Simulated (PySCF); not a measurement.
# SMILES c1c(C=C)cnc(B(C)C)c1, C₉H₁₂BN

Molfile (atoms numbered from 1):
```
C9H12BN
     RDKit          3D

 23 23  0  0  0  0  0  0  0  0999 V2000
    4.6373    0.0582   -0.2847 C   0  0  0  0  0  0  0  0  0  0  0  0
    3.6332    0.4915    0.4869 C   0  0  0  0  0  0  0  0  0  0  0  0
    2.2009    0.2962    0.2559 C   0  0  0  0  0  0  0  0  0  0  0  0
    1.6614   -0.3914   -0.8385 C   0  0  0  0  0  0  0  0  0  0  0  0
    0.2841   -0.5122   -0.9509 C   0  0  0  0  0  0  0  0  0  0  0  0
   -0.5623    0.0476    0.0237 C   0  0  0  0  0  0  0  0  0  0  0  0
   -2.1405   -0.0574   -0.0538 B   0  0  0  0  0  0  0  0  0  0  0  0
   -2.8180   -0.7128   -1.3165 C   0  0  0  0  0  0  0  0  0  0  0  0
   -2.9942    0.4756    1.1415 C   0  0  0  0  0  0  0  0  0  0  0  0
   -0.0345    0.7094    1.0744 N   0  0  0  0  0  0  0  0  0  0  0  0
    1.2770    0.8242    1.1777 C   0  0  0  0  0  0  0  0  0  0  0  0
    4.4661   -0.5099   -1.2033 H   0  0  0  0  0  0  0  0  0  0  0  0
    5.6774    0.2598   -0.0192 H   0  0  0  0  0  0  0  0  0  0  0  0
    3.8785    1.0551    1.3944 H   0  0  0  0  0  0  0  0  0  0  0  0
    2.3155   -0.8281   -1.5971 H   0  0  0  0  0  0  0  0  0  0  0  0
   -0.1468   -1.0448   -1.8015 H   0  0  0  0  0  0  0  0  0  0  0  0
   -2.6497   -0.0551   -2.1897 H   0  0  0  0  0  0  0  0  0  0  0  0
   -3.9040   -0.8527   -1.2148 H   0  0  0  0  0  0  0  0  0  0  0  0
   -2.3664   -1.6822   -1.5870 H   0  0  0  0  0  0  0  0  0  0  0  0
   -3.2950   -0.4214    1.7201 H   0  0  0  0  0  0  0  0  0  0  0  0
   -3.9377    0.9482    0.8250 H   0  0  0  0  0  0  0  0  0  0  0  0
   -2.4334    1.1293    1.8228 H   0  0  0  0  0  0  0  0  0  0  0  0
    1.6553    1.3735    2.0504 H   0  0  0  0  0  0  0  0  0  0  0  0
  1  2  2  0
  2  3  1  0
  3  4  2  0
  4  5  1  0
  5  6  2  0
  6  7  1  0
  7  8  1  0
  7  9  1  0
  6 10  1  0
 10 11  2  0
 11  3  1  0
  1 12  1  0
  1 13  1  0
  2 14  1  0
  4 15  1  0
  5 16  1  0
  8 17  1  0
  8 18  1  0
  8 19  1  0
  9 20  1  0
  9 21  1  0
  9 22  1  0
 11 23  1  0
M  END
```

Method: quadratic response CAM-B3LYP/def2-SVPD first hyperpolarisability, Taylor convention, gas phase (PySCF). Geometry: PBE0-D3(BJ)/def2-SVP.

Problem. Give the tensor of the second harmonic β(−2ω;ω,ω) at 1907 nm in the axes of these coordinates.

Solution. In au, Taylor convention; rows are the first index (the induced dipole):
```
       xx     yy     zz     xy     xz     yz
x  +929.5   -7.6  -27.8  +79.6  +75.1   -5.7
y   +75.5  +18.1  -15.8   -7.2   -4.9   -2.9
z   +68.4   -3.0   +5.3   -5.2  -26.2  -15.7
```
Norm of βᵢ = ⅓ Σⱼ (βᵢⱼⱼ + βⱼᵢⱼ + βⱼⱼᵢ): 902.1 au, hyper-Rayleigh value 384.4 au.
